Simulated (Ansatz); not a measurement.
Program: Ansatz. Geometries: PBE0-D4/def2-TZVP. ΔE: electronic, gas phase. CCSD(T)/CBS is the MP2 limit (def2-TZVPP, def2-QZVPP) plus CCSD(T) − MP2 in def2-TZVPP, frozen cores. This one scheme is used for every species. Functionals use def2-TZVPP. HSE06 is defined as in plane-wave codes. For Ga outer-core shells are correlated without core-valence functions, which leaves a few kJ/mol of doubt a bond. Scalar relativity is left out up to krypton. One conformer a species, not always the lowest.

Consider the ligand exchange at a Ga–Cl bond: `[F][GaH][Cl]` + `BN` → `B[NH][GaH][F]` + HCl.

```csv
level,ΔE (kJ/mol)
r2SCAN-D4,86.7
PBE0-D4,86.0
HSE06-D4,86.3
ωB97X-V,83.3
```

Task: What does CCSD(T)/CBS give? (Estimate.)

Result: Computed: +75.8 kJ/mol. The listed levels differ from it by 10.9, 10.2, 10.5, 7.5 kJ/mol.

Largest T1 diagnostic among the species: 0.014.

In def2-TZVPP, CCSD(T) changes the Hartree–Fock value by −19.1 kJ/mol (the triples alone add −1.3 kJ/mol) and MP2 by −18.9 kJ/mol. Leaving LDA and LC-ωPBE aside and taking each functional with its dispersion term where it has one, the values, not all of them listed here, spread over 7.0 kJ/mol, from BLYP-D4 to B97M-V. LDA lies −6.1 kJ/mol from PBE without D4.
